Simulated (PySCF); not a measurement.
Zr(Me)4 (C₄H₁₂Zr), SMILES [CH3][Zr]([CH3])([CH3])[CH3], multiplicity 1.

Geometry: PBE0-D3(BJ)/def2-SVP. The spin state was assumed, not searched. The def2 effective core potentials stand for the cores of Zr; spin–orbit coupling is left out.

These are PBE/def2-TZVP (PySCF) values and carry that method's errors.

Symmetry labels are those of the subgroup D2 that the program uses (full group Td).

Task: List the valence orbital energies around the gap with their symmetry. (The exact figures need the calculation; the answer reports its results.)

Result: 
| orbital | symmetry | energy (eV) |
|---|---|---|
| HOMO−7 | B2 | -9.43 |
| HOMO−6 | B2 | -9.09 |
| HOMO−5 | B1 | -9.09 |
| HOMO−4 | B3 | -9.09 |
| HOMO−3 | A | -6.60 |
| HOMO−2 | B1 | -6.10 |
| HOMO−1 | B2 | -6.10 |
| HOMO | B3 | -6.10 |
| LUMO | A | -1.73 |
| LUMO+1 | A | -1.73 |
| LUMO+2 | B1 | -0.75 |
| LUMO+3 | B3 | -0.75 |
